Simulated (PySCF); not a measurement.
Computed shifts of a molecule C₃H₈BNO, HF/pcSseg-1 in PySCF, GIAO, gas phase, equivalent atoms averaged, in ppm (number of nuclei): ¹³C: 155.4 (1), 123.4 (1), 24.5 (1). ¹⁵N: 67.0 (1). ¹H: 6.56 (1), 5.62 (2), 3.63 (1), 3.56 (1), 2.64 (1), 2.09 (2). References: ¹³C against TMS (σ = 192.6 ppm); ¹¹B against BF3 (σ = 102.7 ppm); ¹⁵N against NH3 (σ = 267.3 ppm); ¹⁷O against H2O (σ = 333.0 ppm); ¹H against TMS (σ = 31.99 ppm), references at their B3LYP-D3(BJ)/def2-TZVP geometries, non-relativistic. Geometry optimised at PBE-D3(BJ)/def2-SVP. Other conformers were not sampled.

Task: Which molecule gave these data?
A. C=C(C)B(N)O
B. C=CCB(N)O
C. C[C@@H]1CB(N)O1
D. C=CB(O)NC

Result: B, C=CCB(N)O
